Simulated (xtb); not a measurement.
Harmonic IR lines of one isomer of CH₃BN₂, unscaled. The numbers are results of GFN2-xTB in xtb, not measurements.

| wavenumber (cm⁻¹) | relative intensity |
|---|---|
| 182 | 3.2 |
| 269 | 4.8 |
| 664 | 100 |
| 780 | 3.1 |
| 804 | 11 |
| 906 | 3.5 |
| 1080 | 29 |
| 1386 | 40 |
| 1539 | 42 |
| 2358 | 13 |
| 2640 | 51 |

Problem. Say which structure gives these lines.
A. `[H]/N=B/N=C`
B. `BNC#N`
C. `N#CBN`
D. `[H]/N=C\N=B`

Solution. C, `N#CBN`
